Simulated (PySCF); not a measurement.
# Diatomic anions of N with group 14

CCSD(T) with triple-zeta basis sets in PySCF, for the lowest determinant that a PBE0 search found; no spin–orbit coupling. De refers to high-spin ground-configuration atoms (the charge goes to the atom of lower measured ionisation energy or higher electron affinity, which is not always the lowest computed limit).

```csv
M,basis,"reference, frozen orbitals",charged atom,state (unpaired electrons),Re (Å),ωe (cm⁻¹),De (eV)
C,def2-TZVPPD,"RHF, 2",C−,singlet (closed shell),1.183,2064,n/a
Si,def2-TZVPPD,"RHF, 6",Si−,singlet (closed shell),1.603,1127,n/a
Ge,def2-TZVPPD,"RHF, 10",Ge−,singlet (closed shell),1.694,936,n/a
Sn,def2-TZVPPD,"RHF, 5",Sn−,singlet (closed shell),1.905,768,3.79
```

The shortest bond is that of CN⁻ (1.183 Å), the longest that of SnN⁻ (1.905 Å).

Down a group the atoms grow and get heavier, so bonds lengthen and wavenumbers fall; this series shows no clear exception.

Correlated steps freeze the inner cores (2 to 10 orbitals); shallow outer-core shells are correlated. Spin–orbit coupling is left out, which matters for elements this heavy, above all for dissociation energies. For an ion De counts to the pair picked by the measured ionisation energies or electron affinities, which need not be the lowest pair at this level. Where the molecule has an RHF reference, its open-shell atoms are computed with UHF. The CCSD T1 diagnostic is raised in GeN⁻, SiN⁻, SnN⁻, a sign that a single reference may not be enough there.
